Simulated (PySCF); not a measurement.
Species: C5H10OSi.
Numbering: `[CH2:1]=[CH:2]/[CH:3]=[CH:4]/[O:5][SiH2:6][CH3:7]` (hydrogens: H8, H9 on C1; H10 on C2; H11 on C3; H12 on C4; H13, H14 on Si6; H15, H16, H17 on C7)

Cartesian coordinates in Å at the GFN2-xTB level; atoms count from 1:
```
atom  x, y, z in Å
C1     3.6249   -0.2794    1.6556
C2     2.8103   -0.0556    0.6288
C3     1.3732   -0.1244    0.7146
C4     0.5689    0.1032   -0.3260
O5    -0.7686    0.0346   -0.2274
Si6   -1.9461    0.2672   -1.3335
C7    -3.5194   -0.0312   -0.3357
H8     3.2444   -0.5305    2.6317
H9     4.6947   -0.2201    1.5581
H10    3.2150    0.1956   -0.3432
H11    0.9394   -0.3728    1.6725
H12    0.9643    0.3548   -1.3042
H13   -1.8682    1.6306   -1.8716
H14   -1.7912   -0.6842   -2.4404
H15   -3.5508   -1.0366    0.0735
H16   -3.6081    0.6645    0.4935
H17   -4.3898    0.0965   -0.9703
```

Theory: PySCF 2.14.0, density-fitted response routines, TDDFT wB97X-D/def2-SVPD, vertical, gas phase, core orbitals frozen in the response.

| state | E (eV) | E (hartree) | f | symmetry | main configurations (H = HOMO, L = LUMO) |
| --- | --- | --- | --- | --- | --- |
| S1 | 5.62 | 0.2064 | 0.959 | A′ | H→L (97%) |
| S2 | 6.19 | 0.2274 | 0.0025 | A″ | H→L+1 (50%), H→L+2 (39%) |
| S3 | 6.63 | 0.2437 | 0.0000 | – | H→L+4 (31%), H→L+2 (23%), H→L+1 (16%) |
| S4 | 6.82 | 0.2507 | 0.010 | A″ | H→L+4 (35%), H→L+3 (29%), H→L+5 (27%) |
| S5 | 7.01 | 0.2575 | 0.0007 | – | H→L+6 (91%) |
| S6 | 7.14 | 0.2623 | 0.025 | A″ | H→L+4 (24%), H→L+5 (22%), H→L+2 (20%) |
| S7 | 7.50 | 0.2757 | 0.016 | A″ | H→L+3 (38%), H→L+5 (21%), H→L+8 (12%) |
| S8 | 7.74 | 0.2843 | 0.0004 | – | H-2→L (54%), H-5→L (36%) |

Triplets, Tamm–Dancoff:

```csv
state,E (eV),λ (nm),"main configurations (H = HOMO, L = LUMO)"
T1,3.21,386.1,H→L (94%)
T2,5.14,241.4,"H→L+6 (49%), H-1→L (33%), H-3→L (8%)"
T3,6.15,201.7,"H→L+1 (53%), H→L+2 (34%)"
```

The lowest singlet lies at 5.62 eV (221 nm, ultraviolet) and is strong; its leading configuration is HOMO→LUMO (97%). The lowest level is also the most intense of those listed (f = 0.959). Löwdin shares by element: HOMO carbon 76% or more (atoms not listed hold the other 24%); LUMO carbon 76% or more (atoms not listed hold the other 24%). Weighted by f, the mean energy of these states is 5.70 eV. Of the 8 states listed, 4 reach f = 0.01 and 2 stay under 0.0005. The oscillator strengths of these states sum to 1.013; summed over the whole spectrum of an exact calculation they would give the number of electrons, 62 (Thomas–Reiche–Kuhn). Symmetry labels in Cs follow from the direction of the transition dipole and are given only for states with f of 0.002 or more. The window holds the lowest 8 singlets.

One conformer stands for the species.
